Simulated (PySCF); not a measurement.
methylamine (CH5N), singlet, geometry from GFN2-xTB; MP2/aug-pcseg-1 (PySCF).

The PySCF input:
```python
from pyscf import gto, scf, mp

mol = gto.Mole()
mol.atom = '''
    C     0.06015742    0.70059241   -0.00131411
    N     0.03966195   -0.75172453    0.00299697
    H    -0.93451955    1.16943137   -0.01795391
    H    -0.46398692   -1.09295311    0.81518120
    H    -0.43905591   -1.09816464   -0.82195807
    H     0.58603787    1.04291425    0.88931393
    H     0.61294631    1.03728935   -0.87767727
'''
mol.basis = 'aug-pcseg-1'
mol.verbose = 4
mol.build()

mf = scf.RHF(mol)
mf.kernel()

pt = mp.MP2(mf, frozen=2)
pt.kernel()
print('E(MP2) = %.10f' % pt.e_tot)
mf.analyze()
```

Task: Predict the main parts of the log of this PySCF run.

Result: 
```
PySCF version 2.14.0

[INPUT] verbose = 4
[INPUT] num. atoms = 7
[INPUT] num. electrons = 18
[INPUT] charge = 0
[INPUT] spin (= nelec alpha-beta = 2S) = 0
[INPUT] symmetry False subgroup None
[INPUT] Mole.unit = angstrom
[INPUT] Symbol           X                Y                Z      unit          X                Y                Z       unit  Magmom
[...]
nuclear repulsion = 42.1784132752882
number of shells = 16
number of NR pGTOs = 123
number of NR cGTOs = 91
basis = aug-pcseg-1
ecp = {}

******** <class 'pyscf.scf.hf.RHF'> ********
method = RHF
initial guess = minao
damping factor = 0
level_shift factor = 0
DIIS = <class 'pyscf.scf.diis.CDIIS'>
diis_start_cycle = 1
diis_space = 8
diis_damp = 0
SCF conv_tol = 1e-09
SCF conv_tol_grad = None
SCF max_cycles = 50
direct_scf = True
direct_scf_tol = 1e-13
Set gradient conv threshold to 3.16228e-05
Initial guess from minao.
init E= -95.2427520688417
[...]
cycle= 1 E= -95.177433264734  delta_E= 0.0653  |g|= 0.267  |ddm|= 2.71
[...]
cycle= 2 E= -95.1974665344584  delta_E= -0.02  |g|= 0.0779  |ddm|= 0.457
[...]
cycle= 3 E= -95.1990261028694  delta_E= -0.00156  |g|= 0.0276  |ddm|= 0.121
[...]
cycle= 4 E= -95.1992538713095  delta_E= -0.000228  |g|= 0.00585  |ddm|= 0.0339
[...]
cycle= 5 E= -95.1992668177084  delta_E= -1.29e-05  |g|= 0.00167  |ddm|= 0.0103
[...]
cycle= 6 E= -95.1992685158943  delta_E= -1.7e-06  |g|= 0.000589  |ddm|= 0.0037
[...]
cycle= 7 E= -95.199268790625  delta_E= -2.75e-07  |g|= 0.00017  |ddm|= 0.00175
[...]
cycle= 8 E= -95.1992688219044  delta_E= -3.13e-08  |g|= 3.2e-05  |ddm|= 0.000672
[...]
cycle= 9 E= -95.1992688229215  delta_E= -1.02e-09  |g|= 7.01e-06  |ddm|= 0.000119
[...]
cycle= 10 E= -95.1992688229639  delta_E= -4.24e-11  |g|= 1.34e-06  |ddm|= 2.74e-05
[...]
Extra cycle  E= -95.1992688229633  delta_E= 5.68e-13  |g|= 6.11e-07  |ddm|= 3.64e-06
converged SCF energy = -95.1992688229633

******** <class 'pyscf.mp.mp2.RMP2'> ********
nocc = 7, nmo = 89
frozen orbitals 2
E(RMP2) = -95.5405364164005  E_corr = -0.341267593437196
E(SCS-RMP2) = -95.5418135652837  E_corr = -0.342544742320393
E_corr(same-spin) = -0.0772804266972033
E_corr(oppo-spin) = -0.263987166739993
E(MP2) = -95.5405364164
**** SCF Summaries ****
Total Energy =                         -95.199268822963319
Nuclear Repulsion Energy =              42.178413275288229
One-electron Energy =                 -211.605619295588156
Two-electron Energy =                   74.227937197336615
Two-electron Coulomb Energy =           87.794106069797238
DFT Exchange-Correlation Energy =      -13.566168872460622
HOMO-LUMO gap [eV] =                    11.436392135738535
**** MO energy ****
[...]
 ** Mulliken pop on meta-lowdin orthogonal AOs  **
 ** Mulliken pop  **
 ** Mulliken atomic charges  **
charge of    0C =     -0.11484
charge of    1N =     -0.49501
charge of    2H =      0.05576
charge of    3H =      0.19309
charge of    4H =      0.19309
charge of    5H =      0.08395
charge of    6H =      0.08395
Dipole moment(X, Y, Z, Debye): -1.30184,  0.42526, -0.02118
```
